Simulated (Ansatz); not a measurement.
CH6BNSZn (`B[S][Zn][CH2]N`). Charge 0, multiplicity 1.

```xyz
11

B     1.9230    1.6333   -1.0337
S     1.4348    2.4080    0.4841
Zn   -0.1548    0.8902    0.6604
C    -1.4523   -0.6003    0.6951
N    -0.9650   -1.9206    0.3005
H     2.8466    2.0753   -1.6490
H     1.3484    0.6654   -1.4687
H    -1.8706   -0.6695    1.7023
H    -2.2933   -0.3326    0.0505
H    -0.6017   -1.9145   -0.6434
H    -0.2150   -2.2348    0.9018
```

(1) List the harmonic frequencies (cm⁻¹, unscaled) at PBE0-D4/def2-TZVP in Ansatz. (Estimate.)

(2) Is this a minimum?

(3) Give the ideal-gas thermochemistry at 298.15 K and 1 bar (rigid rotor, harmonic oscillator; point group C1, symmetry number 1).

(4) And at 400, 500, 600, 800 and 1000 K?

(5) Rotational constants (cm⁻¹)?

## Answers

(1) Computed: 19, 58, 92, 114, 243, 250, 331, 367, 545, 641, 818, 839, 846, 942, 1063, 1073, 1214, 1224, 1375, 1449, 1660, 2511, 2644, 3059, 3106, 3535, 3618.

(2) Yes, all 27 modes are real.

(3) Zero-point energy 201.2 kJ/mol; H(298) − E = 225.7 kJ/mol; entropy 394.4 J/(mol·K), of which translation 170.5, rotation 116.0, vibration 107.9; G(298) − E = 108.1 kJ/mol. Modes under 100 cm⁻¹ are hindered rotations or soft bends, so the harmonic entropy is rough.

(4) 
```csv
T (K),H − E (kJ/mol),S (J/mol/K),G − E (kJ/mol)
400,238.7,431.7,66.0
500,253.3,464.1,21.2
600,269.2,493.2,-26.7
800,304.5,543.8,-130.5
1000,343.2,586.9,-243.7
```

(5) 0.2449, 0.04452, 0.03905.
